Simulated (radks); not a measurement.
Problem. The table gives one normalised radial function P(r) = r R(r) (large component) of He+ in 1s1 (r in bohr). Method: Dirac Kohn-Sham, LDA (Slater exchange, Perdew-Wang correlation), spin-unpolarised, spherical densities, point nucleus; computed with a radial shooting solver on a logarithmic mesh with Libxc functionals.

r	P
0.02504	0.1291
0.02916	0.1490
0.03394	0.1718
0.03983	0.1993
0.04637	0.2290
0.05398	0.2625
0.06284	0.3003
0.07316	0.3424
0.08517	0.3891
0.09995	0.4434
0.1164	0.4995
0.1355	0.5597
0.1577	0.6234
0.1836	0.6892
0.2137	0.7557
0.2508	0.8240
0.292	0.8843
0.3399	0.9367
0.3957	0.9775
0.4606	1.0025
0.5363	1.0078
0.6293	0.9885
0.7326	0.9443
0.8529	0.8747
0.9929	0.7818
1.156	0.6705
1.356	0.5416
1.579	0.4177
1.838	0.3018
2.14	0.2023
2.491	0.1244
2.9	0.0691

Which n and l does it have? It may be an empty orbital.

Solution. n = 1, l = 0: the number of nodes gives n - l - 1 = 0, the rise at small r points to l (this Dirac orbital starts as r^gamma with gamma = sqrt((l + 1)^2 - (Z/c)^2) = 1.00; the j = 1/2 orbital of l + 1 starts with the same power, but with a smaller coefficient, and then steepens), and the extent must fit the shell. The curve is that of 1s1/2. 1s1/2: eigenvalue -38.389 eV, 0 radial nodes, <r> = 0.795 bohr, 90 % of the charge inside 1.42 bohr.
